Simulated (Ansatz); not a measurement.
Two isomers of C3H5BO: A = `C#CBCO`, B = `BC1OC1=C`.

Isolated molecules relaxed with PBE0-D4/def2-TZVP in Ansatz; ΔE leaves out vibrations. CCSD(T)/CBS is the MP2 limit (def2-TZVPP, def2-QZVPP) plus CCSD(T) − MP2 in def2-TZVPP, frozen cores. DFT in def2-TZVPP. B3LYP here is the variant with VWN-RPA as its local correlation; programs differ in this. Each species was taken in one conformer, which may not be the lowest.

A:

```xyz
10

C    -0.9801    1.7609   -1.2580
C    -0.2624    0.8195   -1.0119
B     0.5939   -0.3592   -0.6103
C     0.4723   -0.9577    0.8172
O    -0.4446   -0.3835    1.7189
H    -1.6015    2.5921   -1.5026
H     1.3681   -0.8386   -1.3840
H     0.2535   -2.0336    0.6982
H     1.4849   -0.9475    1.2580
H    -0.8842    0.3476    1.2746
```

B:

```xyz
10

B     0.9846   -1.2112   -0.7572
C     0.9761    0.1451   -0.0466
O     0.3468    1.2991   -0.7597
C    -0.3623    0.6761    0.1685
C    -1.5417    0.6919    0.7499
H     1.4564   -2.1544   -0.1952
H     0.4655   -1.3216   -1.8244
H     1.7269    0.4720    0.6683
H    -2.2737    1.4457    0.4909
H    -1.7786   -0.0427    1.5053
```

Problem. Which is lower in electronic energy at CCSD(T)/CBS, and by how much? (Best estimate.)

Solution. Computed: A, by 19.3 kcal/mol.

Problem. Give E(B) − E(A) in kcal/mol with CCSD(T)/def2-TZVPP, PBE0-D4, BLYP-D4, r2SCAN-D4, B3LYP, B2PLYP, LDA (SPW92). (An estimate is asked.)

Solution. Ansatz gave: CCSD(T)/def2-TZVPP 18.0, PBE0-D4 12.3, BLYP-D4 15.6, r2SCAN-D4 12.8, B3LYP 16.6, B2PLYP 18.0, LDA (SPW92) 9.7. None reverses the order clearly.

Problem. Does the order hold for the free energy at 298.15 K (harmonic terms from PBE0-D4)? (Estimate.)

Solution. Computed: Yes: G(B) − G(A) = +20.1 kcal/mol, for one conformer each.

Largest T1 diagnostic: 0.014.

Leaving LDA and LC-ωPBE aside and taking each functional with its dispersion term where it has one, the values, not all of them listed here, spread over 7.4 kcal/mol, from revPBE-D4 to BHLYP-D4. LDA lies −1.5 kcal/mol from PBE without D4. From BLYP to BHLYP (50 % exact exchange), in def2-TZVPP and without D4, E(B) − E(A) moves by +2.1 kcal/mol.
